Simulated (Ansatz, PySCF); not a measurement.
System: sum formula SnOH, charge 0, multiplicity 2. It need not be the lowest isomer of its formula. 
Structure (B3LYP-D3(BJ)/def2-TZVP (Ansatz, an electronic-structure program) minimum search):
SMILES: [OH][Sn]
```xyz
3

Sn    -0.2263    -0.1071    -0.1872
O      1.2538     0.4902     1.0194
H      1.2854     1.4353     1.2049
```
Charge 0, spin multiplicity 2.

Wanted: atomisation energy (electronic, to ground-state atoms), in kJ/mol. Cores are frozen in the correlated levels unless marked. UHF or UKS for open shells. No spin-orbit coupling. Frozen are the shells of the preceding noble gas and the d and f shells that filled before the atom's block. Past Kr the def2 sets carry scalar-relativistic core potentials. STO-3G rows are all-electron and non-relativistic. The coupled-cluster limit lacks core correlation, which all-electron functionals hold. CBS marks a two-point X^-3 extrapolation of the correlation energy; Hartree-Fock from the larger set. The bracket is a focal-point correction in the basis named.

```json
[
 {"level": "BP86-D4/def2-TZVPD", "program": "PySCF + dftd4", "atomisation energy (kJ/mol)": "870.5", "minus last row": "39.2"},
 {"level": "M06-L/def2-TZVPD", "program": "PySCF", "atomisation energy (kJ/mol)": "822.6", "minus last row": "-8.7"},
 {"level": "wB97X/def2-TZVPD", "program": "Ansatz", "atomisation energy (kJ/mol)": "835.9", "minus last row": "4.6"},
 {"level": "B2GP-PLYP-D3(BJ)/def2-TZVPD", "program": "Ansatz + dftd3", "atomisation energy (kJ/mol)": "816.3", "minus last row": "-15.0"},
 {"level": "MP2/STO-3G", "program": "Ansatz", "atomisation energy (kJ/mol)": "609.1", "minus last row": "-222.2"},
 {"level": "MP2/def2-TZVPP", "program": "Ansatz", "atomisation energy (kJ/mol)": "827.6", "minus last row": "-3.7"},
 {"level": "SCS-MP2/STO-3G", "program": "Ansatz", "atomisation energy (kJ/mol)": "613.9", "minus last row": "-217.4"},
 {"level": "CCSD/def2-SVP", "program": "Ansatz", "atomisation energy (kJ/mol)": "711.7", "minus last row": "-119.6"},
 {"level": "RI-MP2/CBS(def2-TZVPP,def2-QZVPP)+[CCSD(T)-MP2]/def2-TZVPP", "program": "Ansatz", "atomisation energy (kJ/mol)": "833.7", "minus last row": "2.4"},
 {"level": "CCSD(T)/CBS(def2-TZVPPD,def2-QZVPPD)", "program": "Ansatz", "atomisation energy (kJ/mol)": "831.3", "minus last row": "0.0"}
]
```
